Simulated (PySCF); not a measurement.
Electron correlation in C²⁺ (carbon, charge +2)

[He] 2p2, high-spin 3P determinant (an excited configuration). Calculation: PySCF 2.14, in def2-QZVPPD (8s4p4d2f1g, 63 functions); no relativity, point nucleus. Frozen: nothing; 4 electrons correlated.

MP2 pair energies summed by pair of shells (mhartree):

| pair | energy | share (%) |
| --- | --- | --- |
| 1s-1s | -16.07 | 54.5 |
| 2p-2p | -7.62 | 25.8 |
| 1s-2p | -5.82 | 19.7 |

Total MP2 correlation energy: -29.51 mhartree.

Same-spin part -10.19 and opposite-spin part -19.32 mhartree; SCS-MP2 scales them by 1/3 and 6/5 to -26.58 mhartree.

This basis was not built for core-valence correlation, so the inner-shell part is incomplete.
